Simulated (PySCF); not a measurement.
Compound: C6H12O2.
SMILES with atom numbers: `[CH3:1][CH:2]([CH3:3])[O:4][CH:5]1[CH2:6][O:7][CH2:8]1` (hydrogens: H9, H10, H11 on C1; H12 on C2; H13, H14, H15 on C3; H16 on C5; H17, H18 on C6; H19, H20 on C8)

Structure used (PBE0-D3(BJ)/def2-SVP), in Å, numbered top down from 1:
```
atom  x, y, z in Å
C1    -1.7465    0.9684    0.1276
C2    -1.1840    0.5775   -1.2315
C3    -2.2319   -0.0360   -2.1365
O4    -0.1401   -0.3702   -1.1242
C5     1.0238    0.0782   -0.5218
C6     2.2094   -0.8760   -0.6631
O7     2.4452   -0.8631    0.7420
C8     1.2311   -0.1618    0.9864
H9    -2.5827    1.6738    0.0108
H10   -2.1168    0.0774    0.6581
H11   -0.9891    1.4571    0.7588
H12   -0.7769    1.4896   -1.7176
H13   -3.0623    0.6640   -2.3074
H14   -2.6354   -0.9529   -1.6803
H15   -1.7889   -0.3033   -3.1062
H16    1.2540    1.1167   -0.8279
H17    1.8915   -1.8660   -1.0376
H18    3.0791   -0.5271   -1.2446
H19    1.3767    0.7226    1.6311
H20    0.4455   -0.8063    1.4209
```

Computed with PySCF at PBE0/def2-SVPD, non-relativistic, on one gas-phase PBE0-D3(BJ)/def2-SVP geometry that isn't relaxed in the solvent. The solvent is an IEF-PCM continuum (van der Waals radii × 1.2), and excitations are vertical TDDFT with non-equilibrium linear response and a frozen core. The model holds no explicit solvent molecules, cavitation or dispersion.

| run | E − E(gas) (kcal/mol) | HOMO (eV) | HOMO–LUMO gap (eV) | dipole (D) | lowest singlet (eV) | static polarisability (au) |
| --- | --- | --- | --- | --- | --- | --- |
| gas | 0.00 | -7.29 | 7.89 | 2.60 | 6.88 | 80.3 |
| P | -5.26 | -7.37 | 8.27 | 3.43 | 6.88 | 106.2 |
| Q | -2.32 | -7.31 | 8.07 | 2.94 | 6.90 | 90.6 |

Question: The runs were made in acetonitrile and benzene. Which run belongs to which solvent?

Answer: P = acetonitrile, Q = benzene. The dielectric constants are 2.271 (benzene), 35.69 (acetonitrile), and the energy falls further as ε rises. The optical constants n² used for the excitations are 2.25, 1.81 in the same order. In this model the ground state sees the solvent through ε alone.

Question: How constant is the ratio of the lowering to (ε − 1)/(2ε + 1)?

Answer: 
```json
{"solvent": "benzene", "(ε − 1)/(2ε + 1)": "0.229", "E − E(gas) (kcal/mol)": "-2.32", "ratio (kcal/mol)": "-10.1", "polarisation term (kcal/mol)": "-2.48"}
{"solvent": "acetonitrile", "(ε − 1)/(2ε + 1)": "0.479", "E − E(gas) (kcal/mol)": "-5.26", "ratio (kcal/mol)": "-11.0", "polarisation term (kcal/mol)": "-6.21"}
```

The ratio changes by +8.5 % in size from benzene to acetonitrile. The polarisation term is half the interaction of the solute with the induced surface charges.
